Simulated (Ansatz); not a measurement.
Cl$_{3}$H$_{3}$O$_{4}$SiTi (`O[Si](O)(O)[O][Ti]([Cl])([Cl])[Cl]`). Total charge 0; spin multiplicity 1. The geometry is a stationary point of PBE0-D4/def2-TZVP. It is one conformer, not always the lowest.

```xyz
12

O    -0.813    0.715   -1.935
Si   -0.974   -0.133   -0.566
O    -1.729   -1.531   -0.880
O    -1.790    0.606    0.631
O     0.581   -0.367   -0.062
Ti    2.037    0.009    0.816
Cl    3.640    0.515   -0.566
Cl    1.545    1.736    2.071
Cl    2.594   -1.689    2.064
H    -1.573    0.786   -2.514
H    -2.150   -1.984   -0.148
H    -1.369    1.337    1.089
```

(1) What is the dipole moment at r2SCAN/def2-TZVPP? (Estimate.)

(2) And with PBE, B3LYP, ωB97M-V? (An estimate is asked.)

(3) Give the Mulliken charges with r2SCAN, B3LYP, PBE in def2-TZVPP. (Estimate.)

Answers

(1) Computed: 2.68 D, with components (-2.67, 0.15, -0.17) D in this frame, pointing from negative to positive charge.

(2) Computed: PBE 2.67 D, B3LYP 2.57 D, ωB97M-V 2.59 D.

(3) Computed: 
```tsv
atom	r2SCAN	B3LYP	PBE
O1	-0.38	-0.37	-0.32
Si2	0.74	0.72	0.55
O3	-0.39	-0.37	-0.33
O4	-0.39	-0.37	-0.33
O5	-0.51	-0.52	-0.43
Ti6	0.94	0.96	0.84
Cl7	-0.20	-0.20	-0.18
Cl8	-0.23	-0.23	-0.21
Cl9	-0.21	-0.21	-0.18
H10	0.21	0.20	0.20
H11	0.21	0.20	0.20
H12	0.21	0.19	0.20
```

B3LYP here is the variant with VWN-RPA as its local correlation; programs differ in this.
